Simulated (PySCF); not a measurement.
PBE0 on Ge⁻ (germanium, charge -1), [Ar] 3d10 4s2 4p3, high-spin 4S determinant. All numbers are calculated (PySCF 2.14, scalar relativity through the core potential, in aug-cc-pVQZ-PP with one added diffuse shell each of s, p, d, f, g type with ECP10MDF (8s7p6d4f3g, 114 functions)).

```
cycle= 1 E= -294.541980376238  delta_E= -0.00565  |g|= 0.0872  |ddm|= 1.16
cycle= 2 E= -294.542076657107  delta_E= -9.63e-05  |g|= 0.0837  |ddm|= 0.487
cycle= 3 E= -294.543148149229  delta_E= -0.00107  |g|= 0.00451  |ddm|= 0.249
cycle= 4 E= -294.543162612682  delta_E= -1.45e-05  |g|= 0.000308  |ddm|= 0.0203
cycle= 5 E= -294.543163130386  delta_E= -5.18e-07  |g|= 4.65e-05  |ddm|= 0.00646
cycle= 6 E= -294.543163148102  delta_E= -1.77e-08  |g|= 5.66e-06  |ddm|= 0.00142
cycle= 7 E= -294.543163148529  delta_E= -4.27e-10  |g|= 9.18e-07  |ddm|= 0.000249
converged SCF energy = -294.543163148529  <S^2> = 3.7508728  2S+1 = 4.0004364
```

Highest occupied orbital energy: 0.385 eV; ⟨L²⟩ = 0.00; populations by l: s 4.00, p 9.00, d 10.00, f 0.00.

Question: Can this result be used?

Answer: With care. The run converged. Energies and moments cover only the electrons outside the core potential. At PBE0 the highest occupied level has a positive energy, so only the finite basis holds that electron; in a semilocal or global hybrid functional this comes from self-interaction and does not mean that the real anion is unbound.
